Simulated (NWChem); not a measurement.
Program: NWChem. System: HFGeO, charge 0, spin multiplicity 1, at a geometry optimised with PBE/def2-SVP. The structure started from a generated list of species. Level: G0W0@PBE/def2-SVPD, RI basis def2-svpd-rifit.

Part of the output:

```
             Northwest Computational Chemistry Package (NWChem) 7.3.0
             --------------------------------------------------------

                                NWChem Input Module
                                -------------------

 Scaling coordinates for geometry "geometry" by  1.889725989
 (inverse scale =  0.529177249)

 Turning off AUTOSYM since
 SYMMETRY directive was detected!

                             Geometry "geometry" -> ""
                             -------------------------

 Output coordinates in angstroms (scale by  1.889725989 to convert to a.u.)

  No.       Tag          Charge          X              Y              Z
 ---- ---------------- ---------- -------------- -------------- --------------
    1 Ge                  32.0000    -0.42519000    -0.02026700     0.00000000
    2 F                    9.0000     0.63123100     1.40106300     0.00000000
    3 O                    8.0000     0.91879400    -1.22732800     0.00000000
    4 H                    1.0000     0.57466700    -2.14240900     0.00000000

 Effective nuclear repulsion energy (a.u.)     188.3521588310

            Nuclear Dipole moment (a.u.)
            ----------------------------
        X                 Y               Z
 ---------------- ---------------- ----------------
     0.0000340151    -0.0000188973     0.0000000000

      Symmetry information
      --------------------

 Group name             Cs
 Group number              2
 Group order               2
 No. of unique centers     4

      Symmetry unique atoms

     1    2    3    4


 Summary of "ao basis" -> "" (spherical)
 ------------------------------------------------------------------------------
       Tag                 Description            Shells   Functions and Types
 ---------------- ------------------------------  ------  ---------------------
 *                         def2-svpd                  on all atoms

 new library libraries.bse/

 Summary of "ri basis" -> "" (spherical)
 ------------------------------------------------------------------------------
       Tag                 Description            Shells   Functions and Types
 ---------------- ------------------------------  ------  ---------------------
 *                      def2-svpd-rifit               on all atoms

  pbe96 is a nonlocal functional; adding pw91lda local functional.

                                 NWChem DFT Module
                                 -----------------

 Summary of "ao basis" -> "ao basis" (spherical)
 ------------------------------------------------------------------------------
       Tag                 Description            Shells   Functions and Types
 ---------------- ------------------------------  ------  ---------------------
 Ge                        def2-svpd                14       38   6s4p4d
 F                         def2-svpd                 9       23   4s3p2d
 O                         def2-svpd                 9       23   4s3p2d
 H                         def2-svpd                 4        8   2s2p

 Summary of "ao basis" -> "ao basis" (spherical)
 ------------------------------------------------------------------------------
       Tag                 Description            Shells   Functions and Types
 ---------------- ------------------------------  ------  ---------------------
 Ge                        def2-svpd                14       38   6s4p4d
 F                         def2-svpd                 9       23   4s3p2d
 O                         def2-svpd                 9       23   4s3p2d
 H                         def2-svpd                 4        8   2s2p

      Symmetry analysis of basis
      --------------------------

        a'         64
        a"         28

            General Information
            -------------------
          SCF calculation type: DFT
          Wavefunction type:  closed shell.
          No. of atoms     :     4
          No. of electrons :    50
           Alpha electrons :    25
            Beta electrons :    25
          Charge           :     0
          Spin multiplicity:     1
          Use of symmetry is: on ; symmetry adaption is: on
          Maximum number of iterations: 100
[...]
    46     -0.288677  2 F  px                47      0.286254  2 F  py
    65      0.159368  3 O  s                 64      0.127422  3 O  s
    66      0.126898  3 O  px                67      0.106287  3 O  py
    85     -0.103129  4 H  s                 63      0.091055  3 O  s

 Vector   24  Occ=2.000000D+00  E=-3.009431D-01  Symmetry=a"
              MO Center=  7.9D-01, -9.6D-01, -1.5D-14, r^2= 1.4D+00
   Bfn.  Coefficient  Atom+Function         Bfn.  Coefficient  Atom+Function
  ----- ------------  ---------------      ----- ------------  ---------------
    68      0.578841  3 O  pz                71      0.397568  3 O  pz
    45      0.210627  2 F  pz                48     -0.139060  2 F  pz
    15      0.114586  1 Ge pz                74      0.100097  3 O  pz
    18      0.065754  1 Ge pz                12     -0.064279  1 Ge pz
    51     -0.052329  2 F  pz                20      0.046167  1 Ge d -1

 Vector   25  Occ=2.000000D+00  E=-2.585418D-01  Symmetry=a'
              MO Center= -1.6D-01, -2.2D-01,  1.2D-14, r^2= 2.9D+00
   Bfn.  Coefficient  Atom+Function         Bfn.  Coefficient  Atom+Function
  ----- ------------  ---------------      ----- ------------  ---------------
     4      0.486671  1 Ge s                 66      0.381219  3 O  px
     5      0.334966  1 Ge s                  3     -0.280600  1 Ge s
    69      0.265489  3 O  px                13     -0.263739  1 Ge px
    43     -0.260569  2 F  px                46      0.180282  2 F  px
    16     -0.171616  1 Ge px                10      0.152446  1 Ge px

 Vector   26  Occ=0.000000D+00  E=-1.122458D-01  Symmetry=a"
              MO Center= -4.5D-01, -7.7D-02,  3.7D-14, r^2= 2.7D+00
   Bfn.  Coefficient  Atom+Function         Bfn.  Coefficient  Atom+Function
  ----- ------------  ---------------      ----- ------------  ---------------
    18      0.617363  1 Ge pz                15      0.499434  1 Ge pz
    12     -0.261252  1 Ge pz                68     -0.235755  3 O  pz
    45      0.186994  2 F  pz                71     -0.183096  3 O  pz
    48     -0.139711  2 F  pz                37      0.096947  1 Ge d  1
     9      0.084310  1 Ge pz                92     -0.053808  4 H  pz

 Vector   27  Occ=0.000000D+00  E=-4.044757D-02  Symmetry=a'
              MO Center= -5.2D-01, -9.0D-01, -1.9D-16, r^2= 4.8D+00
   Bfn.  Coefficient  Atom+Function         Bfn.  Coefficient  Atom+Function
  ----- ------------  ---------------      ----- ------------  ---------------
    65      1.039769  3 O  s                  5     -0.554595  1 Ge s
    86     -0.500897  4 H  s                 17     -0.409031  1 Ge py
    73     -0.357566  3 O  py                14     -0.325632  1 Ge py
    34      0.298681  1 Ge d -2               6      0.221202  1 Ge s
    66      0.194967  3 O  px                91     -0.170439  4 H  py

 Vector   28  Occ=0.000000D+00  E=-1.152040D-02  Symmetry=a'
              MO Center=  5.0D-02, -5.5D-01, -6.2D-15, r^2= 5.9D+00
   Bfn.  Coefficient  Atom+Function         Bfn.  Coefficient  Atom+Function
  ----- ------------  ---------------      ----- ------------  ---------------
    16      0.702106  1 Ge px                 5      0.615792  1 Ge s
     6      0.445203  1 Ge s                 42     -0.431757  2 F  s
    17      0.352841  1 Ge py                49      0.309491  2 F  px
    13      0.291227  1 Ge px                72      0.280804  3 O  px
    91     -0.255348  4 H  py                38     -0.241980  1 Ge d  2

 center of mass
 --------------
 x =  -0.07157247 y =   0.05724044 z =   0.00000000

 moments of inertia (a.u.)
 ------------------
         235.484731349740           6.115292811844           0.000000000000
           6.115292811844         123.601004315142           0.000000000000
           0.000000000000           0.000000000000         359.085735664882

     Multipole analysis of the density
     ---------------------------------

     L   x y z        total         alpha         beta         nuclear
     -   - - -        -----         -----         ----         -------
     0   0 0 0     -0.000000    -25.000000    -25.000000     50.000000

     1   1 0 0     -0.931843     -0.465939     -0.465939      0.000034
     1   0 1 0     -0.898978     -0.449479     -0.449479     -0.000019
     1   0 0 1     -0.000000     -0.000000     -0.000000      0.000000

     2   2 0 0    -22.952868    -40.857265    -40.857265     58.761663
     2   1 1 0     -0.281964      3.460723      3.460723     -7.203410
     2   1 0 1     -0.000000     -0.000000     -0.000000      0.000000
     2   0 2 0    -19.633407    -71.097114    -71.097114    122.560821
     2   0 1 1      0.000000      0.000000      0.000000      0.000000
     2   0 0 2    -19.550349     -9.775174     -9.775174      0.000000

 Task  times  cpu:        5.2s     wall:        5.2s

                                NWChem Input Module
                                -------------------

                                 NWChem GW Module
                                 ----------------

                             ***********************
                             ***        GW       ***
                             ***********************

 Summary of "ri basis" -> "ri basis" (spherical)
 ------------------------------------------------------------------------------
       Tag                 Description            Shells   Functions and Types
 ---------------- ------------------------------  ------  ---------------------
 Ge                     def2-svpd-rifit             37      143   11s10p8d5f3g
 F                      def2-svpd-rifit             20       64   7s6p5d2f
 O                      def2-svpd-rifit             20       64   7s6p5d2f
 H                      def2-svpd-rifit              9       23   4s3p2d

                 Memory Information
                 ------------------
          Available GA per process is          1699.9 MBs
          Available stack per process is        700.0 MBs
          Available heap per process is           0.0 MBs

          Peak memory in Initialization
              Peak GA per process is                  6.2 MBs
              Peak stack per process is               0.1 MBs
              Peak heap per process is                6.5 MBs
              Memory not in MA per process            0.0 MBs

          Peak memory in AFF Calculation
              Peak GA per process is                 30.6 MBs
              Peak stack per process is              21.4 MBs
              Peak heap per process is                0.0 MBs
              Memory not in MA per process           21.4 MBs

          Computing 2-center integrals
          Computing Inverse Cholesky factor
          Computing 3-center integrals
          Computing V_xc ...

          Computing Sigma_x
          Computing RPA polarizability
          Solving quasiparticle equations

                  Alpha Orbitals
          State     Energy (eV)     Error (eV)
          -----------------------------------
@GW        22        -12.403           0.002
@GW        23        -12.269           0.002
@GW        24        -10.769           0.002
@GW        25         -9.748           0.002
@GW        26          0.163           0.002
@GW        27          1.615           0.002

   Applying  -2.7127 eV scissor-shift to rest of particle states

   Applying   3.2170 eV scissor-shift to rest of hole states

     GW Timing Statistics
   ------------------------
   Init.   :          0.1s
     ERIs  :          0.4s
     Distr.:          0.0s
     Vxc   :          0.1s
   Sigma_x :          0.0s
   RPA     :          0.8s
   Wmn     :          0.0s
   Sigma_c :          0.0s
   GW total:          1.4s

 Task  times  cpu:        1.4s     wall:        1.4s

 Total times  cpu:        6.6s     wall:        6.6s
```

### Question
Write an NWChem input that would produce this output.

### Answer
One answer among several that fit: 
```
start mol
memory heap 200 mb stack 700 mb global 1700 mb
geometry units angstroms nocenter noautoz
  Ge    -0.425190    -0.020267     0.000000
  F      0.631231     1.401063     0.000000
  O      0.918794    -1.227328     0.000000
  H      0.574667    -2.142409     0.000000
  symmetry group Cs
end
basis spherical
  * library def2-svpd
end
basis "ri basis" bse spherical
  * library def2-svpd-rifit
end
dft
  xc xpbe96 cpbe96
  iterations 100
  direct
  tolerances tight
end
task dft energy
gw
  states alpha occ 4 vir 2
end
task dft gw
```
